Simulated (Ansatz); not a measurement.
Frontier orbitals of `CCI`.

```xyz
8

C    -0.261    0.141    0.769
C     0.219   -0.342   -0.575
I     0.496    1.274   -1.964
H    -0.386   -0.716    1.440
H    -1.220    0.653    0.690
H     0.454    0.827    1.226
H    -0.492   -1.006   -1.062
H     1.189   -0.832   -0.524
```

Total charge 0; spin multiplicity 1. Correlated methods include outer-core shells of I, which these sets cover unevenly. I: def2 effective core potential. Geometry: relaxed with PBE0-D4/def2-TZVP. Basis def2-TZVPP, the Gaussian-basis code of Ansatz.

```tsv
functional	HOMO (eV)	LUMO (eV)	gap (eV)
PBE	-6.06	-1.62	4.44
revPBE	-6.01	-1.54	4.47
PBE0	-7.21	-0.70	6.51
r2SCANh	-6.75	-1.05	5.70
r2SCAN0	-7.38	-0.56	6.82
ωB97M-V	-9.38	1.23	10.61
```

(1) What is the vertical ionisation energy at frozen-core CCSD(T)/def2-TZVPP? (Best estimate.)

## Answers

(1) The calculation gave: 9.50 eV (T1 of the cation 0.011).

From PBE to PBE0 the HOMO moves by −1.14 eV and the LUMO by +0.92 eV, and with ωB97M-V by −3.32 and +2.85 eV, so the gap grows from 4.44 to 10.61 eV with exact exchange. A positive LUMO is unbound and depends on the basis. −ε(HOMO) differs from that ionisation energy by −3.44 eV with PBE and −0.12 eV with ωB97M-V.
